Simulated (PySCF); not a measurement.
**Field gradients at the hydrogen positions**

Compound: C5H5F3O2.
Numbering: `[OH:1][C@@:2]12[CH2:3][C@@H:4]1[C@H:5]2[O:6][C:7]([F:8])([F:9])[F:10]` (hydrogens: H11 on O1; H12, H13 on C3; H14 on C4; H15 on C5)

Cartesian coordinates in Å at the PBE0-D3(BJ)/def2-SVP level; atoms count from 1:
```xyz
15
C5H5F3O2 angstrom
O     -1.6012    1.1183   -0.2386
C     -1.0264   -0.1041   -0.2133
C     -1.6317   -1.4137   -0.5147
C     -0.3268   -1.0242   -1.1475
C      0.3528   -0.5638    0.0936
O      1.3770    0.3820   -0.1657
C      1.7316    1.1901    0.8346
F      2.7942    1.8757    0.4676
F      0.7522    2.0747    1.1338
F      2.0053    0.5385    1.9620
H     -0.9217    1.7800   -0.0599
H     -1.6748   -2.2180    0.2374
H     -2.5041   -1.3692   -1.1757
H      0.0247   -1.0197   -2.1775
H      0.6156   -1.2374    0.9256
```

Level: PBE0/pcSseg-1 (PySCF, non-relativistic); Q(2H) = 0.00286 b; rigid geometry, the same for H and D, with no vibrational averaging.

Problem. Rank these positions by the coupling χzz of a deuteron there, largest first.
A. H14 (methine hydrogen)
B. H11 (hydroxyl hydrogen)
C. H15 (methine hydrogen)
D. H13 (methylene hydrogen)
E. H12 (methylene hydrogen)

Solution. B (299 kHz), A (214 kHz), D (200 kHz), E (193 kHz), C (186 kHz).

Problem. Give the electric field gradient Vzz (the principal value of largest size), its asymmetry and the 2H coupling at each hydrogen.

Solution. 
| atom | bonded to | bond length (Å) | Vzz (au) | η | χzz (kHz) |
| --- | --- | --- | --- | --- | --- |
| H11 | O1 | 0.965 | 0.4445 | 0.16 | 299 |
| H12 | C3 | 1.102 | 0.2871 | 0.07 | 193 |
| H13 | C3 | 1.095 | 0.2979 | 0.08 | 200 |
| H14 | C4 | 1.088 | 0.3179 | 0.07 | 214 |
| H15 | C5 | 1.102 | 0.2767 | 0.13 | 186 |

Problem. Average by the element that carries the hydrogen.

Solution. on O: 299 kHz over 1 position, mean bond length 0.965 Å; on C: 198 kHz over 4 positions, mean bond length 1.097 Å.

Problem. Give the 2H NMR doublet splittings at H12 for a magnetic field along the z, y and x axes of the gradient: 3χ/2, 3χ(1 + η)/4, 3χ(1 − η)/4.

Solution. With |χ| = 192.9 kHz and η = 0.067: 289, 154 and 135 kHz, to first order and without motion.

One conformer (not necessarily the lowest) at the PBE0-D3(BJ)/def2-SVP geometry, without solvent, vibrations or thermal averaging. A larger basis could move these couplings by a tenth or more.
